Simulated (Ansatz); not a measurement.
Ligand exchange: GaH2Br + CH3Br → GaH3 + CH2Br2

Species: GaH2Br `[GaH2][Br]`, singlet; CH3Br (bromomethane) `CBr`, singlet; GaH3 `[GaH3]`, singlet; CH2Br2 (dibromomethane) `BrCBr`, singlet. The partners trade Br for H: Ga–Br and C–H bonds give way to Ga–H and C–Br.

Shapes, held fixed at every level: PBE0-D4/def2-TZVP. Programs: Ansatz 0.2.0. The zero-point and thermal change to 298 K, harmonic and unscaled (PBE0-D4/def2-TZVP), is -11.1 kJ/mol.

```json
{"level": "SPW92/def2-TZVPP", "kind": "LDA", "ΔH(298 K) (kJ/mol)": "+191.6", "less CCSD(T)/def2-TZVPP": "-10.3"}
{"level": "r2SCAN-D4/def2-TZVPP", "kind": "meta-GGA", "ΔH(298 K) (kJ/mol)": "+205.6", "less CCSD(T)/def2-TZVPP": "+3.7"}
{"level": "PBE0-D4/def2-TZVPP", "kind": "global hybrid", "ΔH(298 K) (kJ/mol)": "+203.2", "less CCSD(T)/def2-TZVPP": "+1.3"}
{"level": "B2PLYP/def2-TZVPP", "kind": "double hybrid", "ΔH(298 K) (kJ/mol)": "+205.1", "less CCSD(T)/def2-TZVPP": "+3.2"}
{"level": "MP2/def2-SVP", "kind": "perturbation theory", "ΔH(298 K) (kJ/mol)": "+213.2", "less CCSD(T)/def2-TZVPP": "+11.3"}
{"level": "MP2/def2-TZVPP", "kind": "perturbation theory", "ΔH(298 K) (kJ/mol)": "+203.0", "less CCSD(T)/def2-TZVPP": "+1.1"}
{"level": "CCSD/def2-SVP", "kind": "coupled cluster or CI", "ΔH(298 K) (kJ/mol)": "+213.8", "less CCSD(T)/def2-TZVPP": "+11.9"}
{"level": "CCSD(T)/def2-TZVPP", "kind": "coupled cluster or CI", "ΔH(298 K) (kJ/mol)": "+201.9", "less CCSD(T)/def2-TZVPP": "0.0"}
```

The highest level, CCSD(T)/def2-TZVPP, gives ΔH(298 K) = +201.9 kJ/mol; the levels span +191.6 to +213.8. The column of differences is taken from that level and isn't an error. No measured value is set beside it here. Relativity is left out for Br, Ga unless named. Correlated rows may include outer-core shells of Br, Ga, which these sets cover unevenly.
